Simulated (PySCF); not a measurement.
# Computed NMR parameters against published values

Bonds (- single, = double, # triple, : aromatic): C1-O2, O2-Si3, Si3-C4, Si3-C5, Si3-C6. C1 carries H7, H8, H9; C4 carries H10, H11, H12; C5 carries H13, H14, H15; C6 carries H16, H17, H18.

The experiment to reproduce: δ ²⁹Si Si3 19.5 ppm (measured; solution, methanol; T. M. Alam, M. Henry, Phys. Chem. Chem. Phys. (a906445a), supplement).
δ ²⁹Si Si3 20.7 ppm (measured; solution, methanol/water; C. Corminboeuf, T. Heine, J. Weber, Chem. Phys. Lett. 357 (2002) 1).

Non-relativistic Hamiltonian, one conformer, gas phase, averaged over atoms made equivalent by symmetry, fast rotation or ring inversion. NMR shieldings at B97-2/pcSseg-2/GIAO; coordinates at the PBE0-D3(BJ)/def2-TZVP level; PySCF.

Q: Set the calculated values beside the experiment.

A: 
Reference values: measured (solution, methanol; T. M. Alam, M. Henry, Phys. Chem. Chem. Phys. (a906445a), supplement).
```csv
atoms,quantity,reference,computed,"computed, scaled"
Si3,δ ²⁹Si vs TMS (internal),19.5,17.8,3.6
```

Reference values: measured (solution, methanol/water; C. Corminboeuf, T. Heine, J. Weber, Chem. Phys. Lett. 357 (2002) 1).
```csv
atoms,quantity,reference,computed,"computed, scaled"
Si3,δ ²⁹Si vs TMS,20.7,17.8,3.6
```

Computed shifts are σ(ref) − σ with the named reference compound (TMS for H and C) calculated as an isolated molecule at the same level. The measured values may be among those fitted. Shieldings were converted by a linear fit to measured shifts: ²⁹Si (scatter 5.7 ppm rms, 29.0 ppm with the 5 outliers that the fit left out vs TMS, solution or neat liquid). A few per cent of atoms miss by over 2 rms, more outside the fitted compound classes.

Q: How far are the unscaled ²⁹Si shifts from the references?

A: Mean signed difference -2.30 ppm, mean absolute 2.30 ppm over 2 comparisons; the largest is -2.9 ppm at Si3 (silicon bonded to 3 C, O).

2 of the 4 published NMR values on file for this molecule are compared. The rest: values from further sources.
